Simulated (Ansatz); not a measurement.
Ansatz (a quantum-chemistry and plane-wave program) input (B3LYP/def2-TZVPD):

Ansatz 0.2 input:
```yaml
crystal:
  periodic: [false, false, false]
  atoms:
    - {symbol: F, position_ang: [-0.76259456, 1.64911822, -0.49284179]}
    - {symbol: C, position_ang: [-0.68044371, 0.76889691, 0.52664285]}
    - {symbol: Cl, position_ang: [-2.01199820, -0.57034222, 0.01137395]}
    - {symbol: Br, position_ang: [1.28999951, -0.27884651, 0.03092463]}
basis:
  gaussian:
    orbitals: def2-TZVPD
hamiltonian:
  xc: {name: B3LYP}
total_charge: -1
output: {forces: true}
```

Output:

```
Functional definition: B3LYP
integrals: 0.11 GiB planned
1123 factors; their error is unknown
mean field: 0.96 GiB planned
mean field evaluation 1: about -86323.9489 eV, gradient 3.0e1 eV
mean field evaluation 2: about -86317.9221 eV, gradient 6.0e1 eV
mean field evaluation 4: about -86325.9485 eV, gradient 5.1e0 eV
mean field evaluation 8: about -86326.2926 eV, gradient 3.6e-1 eV
mean field evaluation 16: about -86326.2927 eV, gradient 4.8e-5 eV
mean field -86326.29268427 eV, -3172.4327420841 hartree, gradient 4.8e-5 eV, S^2 0.000000; 0 other end points of the search recorded, 0 dependent functions left out
the calculation of the forces begins
reference -86326.29292269 eV, -3172.4327508461 hartree; 34, 34 occupied and 146, 146 virtual orbitals, 1123 factors
Total energy: -86326.29292269 eV, -3172.4327508461 hartree
Atom 0 at    -0.762595     1.649118    -0.492842 Å, force    -0.000507     0.000266     0.020792 eV/Å
Atom 1 at    -0.680444     0.768897     0.526643 Å, force     0.021682    -0.013391    -0.042259 eV/Å
Atom 2 at    -2.011998    -0.570342     0.011374 Å, force    -0.019492    -0.000479     0.008842 eV/Å
Atom 3 at     1.290000    -0.278847     0.030925 Å, force    -0.001683     0.013604     0.012624 eV/Å
Dipole moment:     0.154109     0.083797    -0.130814 e Å
```

It need not be the lowest isomer of its formula. Whether it binds its extra electron was not tested at this geometry.
